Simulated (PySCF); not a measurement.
A geometry optimisation, step by step.

Compound: H8InNOSi.
Bonds: N1–In2, In2–O3, O3–Si4. Hydrogens: H5, H6, H7 on N1; H8, H9 on In2; H10, H11, H12 on Si4.

Computed by this run: PBE0-D3(BJ)/def2-SVP geometry optimisation, gas phase, def2 core potentials past Kr (PySCF); density fitting, grid level 1; the optimiser is geomeTRIC in internal coordinates, started from a GFN2-xTB structure with every atom displaced at random (about 0.01 Å). 14 of its 16 geometries are shown. The frame can shift and turn from step to step; on so coarse a grid that alone can change the energy by a few meV, and forces under 0.02 eV/Å are noise.

Step 0: E = -16707.3692 eV, largest atomic force 2.667 eV/Å
```
atom  x, y, z in Å  |  force x, y, z in eV/Å
N1      2.022   -0.230    0.559   -1.391   1.572   0.107
In2     0.749    0.219   -1.416    0.657   0.141  -0.476
O3     -0.799    0.113   -0.171    2.569   0.101  -0.711
Si4    -2.217    0.026    0.456   -2.160  -0.248   0.985
H5      1.240   -0.724    0.993    0.153  -0.130   0.184
H6      2.088    0.682    1.054    0.121  -0.802  -0.347
H7      2.875   -0.733    0.659    0.876  -0.579   0.090
H8      0.945   -1.154   -2.363    0.071  -0.603  -0.270
H9      1.170    1.805   -1.815    0.135   0.517   0.002
H10    -2.375   -1.289    1.132   -0.286  -0.271   0.234
H11    -2.385    1.088    1.472   -0.277   0.278   0.360
H12    -3.274    0.168   -0.571   -0.466   0.024  -0.156
```

Step 1: E = -16707.6090 eV, largest atomic force 0.451 eV/Å
```
atom  x, y, z in Å  |  force x, y, z in eV/Å
N1      1.977   -0.198    0.524    0.262  -0.326  -0.118
In2     0.832    0.260   -1.497   -0.320   0.003   0.318
O3     -0.757    0.108   -0.147    0.122  -0.027  -0.140
Si4    -2.252    0.020    0.507    0.290   0.020  -0.185
H5      1.224   -0.712    0.985   -0.084  -0.042  -0.029
H6      2.157    0.611    1.109    0.023   0.315   0.039
H7      2.827   -0.769    0.534   -0.213   0.044  -0.026
H8      1.064   -1.198   -2.420   -0.054   0.128   0.136
H9      1.284    1.897   -1.865   -0.101  -0.133   0.072
H10    -2.474   -1.288    1.218    0.027   0.000  -0.019
H11    -2.481    1.090    1.540    0.028   0.012  -0.021
H12    -3.363    0.150   -0.497    0.020   0.006  -0.025
```

Step 2: E = -16707.6391 eV, largest atomic force 0.164 eV/Å
```
atom  x, y, z in Å  |  force x, y, z in eV/Å
N1      1.985   -0.198    0.519    0.136  -0.029   0.088
In2     0.814    0.265   -1.463   -0.049   0.012  -0.029
O3     -0.737    0.104   -0.134   -0.085  -0.034   0.133
Si4    -2.236    0.015    0.492    0.067   0.021  -0.078
H5      1.226   -0.697    0.992   -0.018   0.038  -0.015
H6      2.186    0.629    1.084   -0.018  -0.012  -0.085
H7      2.820   -0.784    0.517   -0.044  -0.011  -0.002
H8      0.997   -1.192   -2.365    0.025  -0.034  -0.014
H9      1.248    1.890   -1.834   -0.025   0.041   0.026
H10    -2.464   -1.296    1.195    0.004   0.001  -0.009
H11    -2.475    1.087    1.520   -0.002   0.005  -0.009
H12    -3.325    0.149   -0.535    0.009   0.001  -0.005
```

Step 3: E = -16707.6455 eV, largest atomic force 0.136 eV/Å
```
atom  x, y, z in Å  |  force x, y, z in eV/Å
N1      2.013   -0.201    0.515    0.023   0.009   0.042
In2     0.800    0.262   -1.443   -0.004   0.006  -0.102
O3     -0.742    0.096   -0.110    0.023  -0.040   0.128
Si4    -2.249    0.015    0.487   -0.023   0.015  -0.033
H5      1.258   -0.690    1.004   -0.002   0.036   0.011
H6      2.226    0.634    1.061    0.001  -0.019  -0.046
H7      2.843   -0.791    0.500   -0.006  -0.028   0.002
H8      0.986   -1.195   -2.348    0.022  -0.014  -0.011
H9      1.214    1.893   -1.808   -0.013   0.032   0.021
H10    -2.493   -1.293    1.188   -0.008  -0.001  -0.004
H11    -2.501    1.091    1.508   -0.011   0.004  -0.006
H12    -3.316    0.151   -0.563   -0.003   0.000  -0.001
```

Step 5: E = -16707.6625 eV, largest atomic force 0.261 eV/Å
```
atom  x, y, z in Å  |  force x, y, z in eV/Å
N1      2.099   -0.203    0.493   -0.181   0.097  -0.055
In2     0.750    0.248   -1.382    0.044  -0.012  -0.120
O3     -0.734    0.046    0.013    0.247  -0.060   0.061
Si4    -2.287    0.003    0.476   -0.183   0.012   0.041
H5      1.360   -0.619    1.065    0.004   0.003   0.031
H6      2.387    0.660    0.950    0.081  -0.010   0.052
H7      2.894   -0.835    0.444    0.032  -0.039   0.013
H8      0.958   -1.196   -2.307   -0.009   0.033  -0.012
H9      1.085    1.909   -1.711    0.006  -0.016  -0.002
H10    -2.619   -1.291    1.165   -0.013  -0.005  -0.006
H11    -2.606    1.097    1.457   -0.014   0.003  -0.007
H12    -3.249    0.151   -0.671   -0.012  -0.005   0.004
```

Step 6: E = -16707.6762 eV, largest atomic force 0.224 eV/Å
```
atom  x, y, z in Å  |  force x, y, z in eV/Å
N1      2.141   -0.190    0.479   -0.160   0.142  -0.070
In2     0.708    0.242   -1.338    0.049  -0.049  -0.035
O3     -0.698   -0.011    0.138    0.203  -0.050   0.026
Si4    -2.291   -0.019    0.464   -0.151   0.008   0.080
H5      1.411   -0.506    1.123   -0.026  -0.021   0.000
H6      2.521    0.680    0.847    0.104  -0.014   0.075
H7      2.883   -0.883    0.426    0.015  -0.032   0.014
H8      0.909   -1.189   -2.286   -0.022   0.052  -0.025
H9      0.983    1.921   -1.633    0.012  -0.030  -0.030
H10    -2.709   -1.300    1.129   -0.013  -0.007  -0.018
H11    -2.675    1.088    1.406   -0.009   0.006  -0.012
H12    -3.146    0.140   -0.764   -0.001  -0.006  -0.004
```

Step 7: E = -16707.6852 eV, largest atomic force 0.157 eV/Å
```
atom  x, y, z in Å  |  force x, y, z in eV/Å
N1      2.151   -0.170    0.469   -0.032   0.147  -0.045
In2     0.675    0.238   -1.311    0.041  -0.064   0.066
O3     -0.653   -0.062    0.243    0.036  -0.020  -0.049
Si4    -2.271   -0.042    0.459   -0.050   0.001   0.109
H5      1.421   -0.393    1.153   -0.056  -0.032  -0.030
H6      2.614    0.684    0.774    0.082  -0.030   0.066
H7      2.835   -0.923    0.437   -0.008  -0.018   0.007
H8      0.854   -1.176   -2.283   -0.021   0.045  -0.032
H9      0.908    1.926   -1.585    0.007  -0.024  -0.048
H10    -2.757   -1.312    1.097   -0.008  -0.006  -0.024
H11    -2.704    1.076    1.365   -0.001   0.008  -0.013
H12    -3.034    0.126   -0.828    0.009  -0.008  -0.008
```

Step 8: E = -16707.6923 eV, largest atomic force 0.120 eV/Å
```
atom  x, y, z in Å  |  force x, y, z in eV/Å
N1      2.129   -0.161    0.476    0.076   0.073  -0.010
In2     0.692    0.241   -1.332   -0.013  -0.038   0.113
O3     -0.642   -0.059    0.224   -0.033  -0.007  -0.043
Si4    -2.259   -0.045    0.470    0.034  -0.001   0.008
H5      1.375   -0.387    1.132   -0.072  -0.002  -0.034
H6      2.599    0.678    0.813    0.029  -0.030   0.030
H7      2.804   -0.923    0.459   -0.025  -0.004  -0.005
H8      0.859   -1.169   -2.310   -0.009   0.018  -0.022
H9      0.939    1.924   -1.624   -0.006  -0.009  -0.033
H10    -2.733   -1.320    1.109    0.006   0.002  -0.002
H11    -2.684    1.073    1.379    0.011  -0.004  -0.001
H12    -3.039    0.118   -0.807    0.001  -0.001  -0.002
```

Step 9: E = -16707.6969 eV, largest atomic force 0.139 eV/Å
```
atom  x, y, z in Å  |  force x, y, z in eV/Å
N1      2.109   -0.146    0.483    0.135  -0.021   0.026
In2     0.706    0.247   -1.345   -0.025   0.004   0.067
O3     -0.622   -0.063    0.218   -0.095  -0.001  -0.017
Si4    -2.238   -0.053    0.478    0.057   0.000  -0.046
H5      1.318   -0.356    1.103   -0.052   0.027  -0.022
H6      2.599    0.668    0.853   -0.015  -0.011  -0.002
H7      2.755   -0.934    0.486   -0.032   0.003  -0.014
H8      0.852   -1.158   -2.332    0.011  -0.006  -0.009
H9      0.952    1.924   -1.661   -0.015   0.004  -0.012
H10    -2.707   -1.329    1.118    0.014   0.003   0.013
H11    -2.659    1.068    1.386    0.011  -0.004   0.011
H12    -3.027    0.106   -0.794    0.005   0.004   0.004
```

Step 10: E = -16707.6984 eV, largest atomic force 0.085 eV/Å
```
atom  x, y, z in Å  |  force x, y, z in eV/Å
N1      2.108   -0.142    0.486    0.076  -0.031   0.021
In2     0.710    0.250   -1.347   -0.018   0.014   0.022
O3     -0.618   -0.064    0.215   -0.052   0.001  -0.014
Si4    -2.233   -0.056    0.479    0.031  -0.001  -0.031
H5      1.297   -0.339    1.088   -0.017   0.025  -0.005
H6      2.608    0.660    0.869   -0.019  -0.006  -0.011
H7      2.736   -0.944    0.496   -0.024  -0.002  -0.009
H8      0.854   -1.153   -2.336    0.017  -0.011   0.001
H9      0.949    1.926   -1.675   -0.013   0.007   0.001
H10    -2.696   -1.331    1.122    0.009   0.002   0.012
H11    -2.651    1.066    1.386    0.005  -0.003   0.009
H12    -3.025    0.100   -0.792    0.003   0.004   0.003
```

Step 12: E = -16707.6999 eV, largest atomic force 0.048 eV/Å
```
atom  x, y, z in Å  |  force x, y, z in eV/Å
N1      2.106   -0.144    0.490   -0.046   0.011  -0.004
In2     0.713    0.257   -1.349    0.020   0.007  -0.025
O3     -0.617   -0.065    0.206    0.018  -0.004  -0.015
Si4    -2.229   -0.057    0.478   -0.021   0.001   0.016
H5      1.277   -0.313    1.075    0.019  -0.003   0.009
H6      2.624    0.643    0.876    0.016  -0.001  -0.005
H7      2.705   -0.968    0.505   -0.001  -0.010   0.005
H8      0.882   -1.147   -2.337    0.005  -0.001   0.009
H9      0.930    1.935   -1.685   -0.006   0.000   0.012
H10    -2.683   -1.330    1.132   -0.002   0.000   0.000
H11    -2.642    1.066    1.387   -0.001   0.000   0.000
H12    -3.028    0.095   -0.788   -0.002   0.001   0.000
```

Step 13: E = -16707.7004 eV, largest atomic force 0.063 eV/Å
```
atom  x, y, z in Å  |  force x, y, z in eV/Å
N1      2.103   -0.148    0.490   -0.052   0.035  -0.007
In2     0.717    0.261   -1.353    0.022  -0.007  -0.019
O3     -0.619   -0.064    0.197    0.016  -0.004  -0.014
Si4    -2.229   -0.057    0.478   -0.018   0.002   0.019
H5      1.270   -0.301    1.075    0.013  -0.013   0.009
H6      2.632    0.633    0.874    0.024  -0.005  -0.001
H7      2.687   -0.981    0.509    0.004  -0.009   0.004
H8      0.902   -1.144   -2.336   -0.003   0.003   0.004
H9      0.924    1.941   -1.686   -0.001  -0.001   0.011
H10    -2.678   -1.329    1.138   -0.003  -0.001  -0.004
H11    -2.637    1.067    1.388   -0.001   0.001  -0.002
H12    -3.035    0.093   -0.784   -0.003  -0.001  -0.001
```

Step 14: E = -16707.7007 eV, largest atomic force 0.051 eV/Å
```
atom  x, y, z in Å  |  force x, y, z in eV/Å
N1      2.099   -0.150    0.491   -0.034   0.037  -0.002
In2     0.722    0.264   -1.357    0.010  -0.017  -0.003
O3     -0.621   -0.062    0.187    0.003  -0.003  -0.010
Si4    -2.230   -0.056    0.477   -0.001   0.003   0.009
H5      1.266   -0.292    1.077    0.007  -0.011   0.004
H6      2.640    0.624    0.873    0.018  -0.008   0.000
H7      2.673   -0.991    0.511    0.002  -0.005   0.000
H8      0.915   -1.142   -2.336   -0.004   0.005  -0.002
H9      0.925    1.945   -1.685    0.003   0.000   0.008
H10    -2.674   -1.329    1.140   -0.002  -0.001  -0.003
H11    -2.633    1.067    1.390    0.000   0.001  -0.002
H12    -3.044    0.093   -0.779   -0.002  -0.001   0.000
```

Step 15: E = -16707.7008 eV, largest atomic force 0.023 eV/Å
```
atom  x, y, z in Å  |  force x, y, z in eV/Å
N1      2.096   -0.150    0.492   -0.005   0.022   0.005
In2     0.726    0.266   -1.359   -0.001  -0.016   0.008
O3     -0.623   -0.063    0.180   -0.012  -0.003  -0.005
Si4    -2.230   -0.056    0.476    0.012   0.003  -0.001
H5      1.263   -0.284    1.081    0.001  -0.005   0.001
H6      2.648    0.617    0.872    0.006  -0.005   0.000
H7      2.660   -0.998    0.514   -0.002  -0.002  -0.004
H8      0.923   -1.141   -2.337   -0.004   0.004  -0.005
H9      0.928    1.947   -1.682    0.005   0.001   0.003
H10    -2.673   -1.329    1.139    0.000   0.000  -0.001
H11    -2.630    1.067    1.391    0.001   0.000   0.000
H12    -3.050    0.094   -0.777    0.000   0.000   0.000
```

Task: Summarise the path.

Result: The energy falls by 32.00 kJ/mol from step 0 to step 15; nine tenths of that is first reached at step 6. It falls at every step. The largest force goes from 2.667 to 0.023 eV/Å. Among the bonds In2–O3 changes most (a near tie, within 0.001 Å, with another), from 1.989 to 2.073 Å; the atoms move by 0.323 Å rms after alignment.

Task: Follow the three bonds and two angles with the largest change from start to end.

Result: 
| step | E above end (kJ/mol) | largest force (eV/Å) | In2–O3 (Å) | O3–Si4 (Å) | N1–In2 (Å) | In2–O3–Si4 (°) | In2–N1–H6 (°) |
| --- | --- | --- | --- | --- | --- | --- | --- |
| 0 | 32.00 | 2.667 | 1.989 | 1.552 | 2.392 | 165.1 | 105.2 |
| 1 | 8.86 | 0.451 | 2.090 | 1.634 | 2.367 | 163.2 | 115.1 |
| 2 | 5.96 | 0.164 | 2.049 | 1.627 | 2.348 | 162.1 | 113.9 |
| 3 | 5.34 | 0.136 | 2.045 | 1.624 | 2.349 | 160.7 | 113.1 |
| 4 | 4.45 | 0.217 | 2.044 | 1.621 | 2.352 | 157.1 | 111.7 |
| 5 | 3.70 | 0.261 | 2.046 | 1.621 | 2.354 | 153.1 | 110.9 |
| 6 | 2.38 | 0.224 | 2.054 | 1.626 | 2.354 | 144.6 | 110.5 |
| 7 | 1.51 | 0.157 | 2.066 | 1.633 | 2.348 | 137.3 | 111.5 |
| 8 | 0.82 | 0.120 | 2.071 | 1.635 | 2.344 | 138.5 | 113.4 |
| 9 | 0.38 | 0.139 | 2.074 | 1.637 | 2.338 | 138.7 | 116.0 |
| 10 | 0.23 | 0.085 | 2.074 | 1.636 | 2.338 | 138.8 | 117.1 |
| 11 | 0.14 | 0.028 | 2.073 | 1.635 | 2.339 | 138.9 | 117.8 |
| 12 | 0.09 | 0.048 | 2.072 | 1.634 | 2.341 | 139.2 | 117.9 |
| 13 | 0.04 | 0.063 | 2.072 | 1.634 | 2.342 | 139.7 | 118.1 |
| 14 | 0.02 | 0.051 | 2.073 | 1.635 | 2.342 | 140.3 | 118.3 |
| 15 | 0.00 | 0.023 | 2.073 | 1.635 | 2.341 | 140.7 | 118.6 |

The cost below is that of the whole optimisation. On an Arm Neoverse V2 with one thread (shared host), this took 77 s and 0.46 GiB of memory at its peak.
